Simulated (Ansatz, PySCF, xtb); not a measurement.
Process, species as SMILES: O=C[C@@H]1C[C@H]1F + 7 [H][H] (H2) -> 4 C (CH4) + F (HF) + O (H2O)
Structures are relaxed separately at B3LYP-D3(BJ)/def2-TZVP in Ansatz (an electronic-structure program), one conformer each, not searched for the lowest.

Property: energy of full hydrogenation (enthalpy at 298 K, with B3LYP-D3(BJ) rigid-rotor harmonic-oscillator terms from PySCF), in kJ/mol. Valence correlation only, unless marked. No spin-orbit coupling. No relativistic terms. CBS(X,Y): correlation extrapolated as X^-3; Hartree-Fock from the larger set. [CCSD(T)-MP2]/basis is that difference in the basis named.

```csv
level,program,energy of full hydrogenation (kJ/mol)
GFN2-xTB,xtb,-552.7
HF/6-31G*,Ansatz,-600.9
HF/cc-pVQZ,Ansatz,-623.3
PBE-D4/def2-TZVPD,Ansatz + dftd4,-530.9
r2SCAN-D3(BJ)/def2-TZVPD,Ansatz + dftd3,-542.0
PBE0-D3(BJ)/def2-TZVP,Ansatz + dftd3,-562.7
PBE0-D3(BJ)/def2-TZVPD,Ansatz + dftd3,-575.2
PBE0-D4/def2-TZVPD,Ansatz + dftd4,-573.9
HSE06-D3(BJ)/def2-TZVPD,Ansatz + dftd3,-576.6
wB97M-V/def2-TZVPD,Ansatz,-559.5
B2GP-PLYP/def2-TZVPD,Ansatz,-565.8
RPA@PBE/cc-pVQZ,Ansatz,-546.4
MP2/aug-cc-pVDZ,Ansatz,-586.5
RI-MP2/aug-cc-pVQZ,Ansatz,-571.5
"RI-MP2/CBS(cc-pVTZ,cc-pVQZ)+[CCSD(T)-MP2]/cc-pVTZ",Ansatz,-576.8
```
